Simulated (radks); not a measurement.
Values are calculated unless marked as measured or tabulated.
W16+, 58 electrons, occupied as [Kr] 4d10 4f11 5s1.

Level of theory: scalar-relativistic Kohn-Sham, PBE, spin-unpolarised, spherical densities, point nucleus (a radial shooting solver on a logarithmic mesh with Libxc functionals).

Energy parts (eV):
part                       energy
total                  -436773.58
kinetic                 481590.74
electron-nucleus      -1058892.18
Hartree                 148948.56
exchange-correlation     -8420.69

Orbitals (lengths in bohr, moments of r in powers of bohr; r(90%) holds 90 % of the orbital's charge):
orbital  occ.  eigenvalue (eV)      <r^2>  r(90%)
1s          2        -69866.06  0.0004628  0.0334
2s          2        -12359.62   0.007117   0.120
2p          6        -10853.92   0.005890   0.113
3s          2        -3124.429    0.04616   0.295
3p          6        -2678.508    0.04692   0.301
3d         10        -2166.306    0.03890   0.283
4s          2        -921.7385     0.2236   0.638
4p          6        -773.7111     0.2519   0.682
4d         10        -586.1057     0.2838   0.738
5s          1        -379.3411     0.9436    1.29
4f         11        -375.7337     0.3283   0.830
5p          0        -330.8792      1.108    1.40
6s          0        -211.1836      2.805    2.19

The highest occupied level is 4f at -375.73 eV. The density falls to 0.001 e/bohr^3 at r = 1.80 bohr. For comparison, the ionisation energy in NIST's Atomic Spectra Database is 388 eV (semi-empirical). In exact Kohn-Sham theory the highest level is minus the ionisation energy, but local and semilocal functionals leave it too shallow, through self-interaction and a potential that decays too fast; potentials with the right tail come closer.

Beside tabulated values, note that spin-unpolarised runs miss the spin-polarisation part of the exchange energy of open shells.
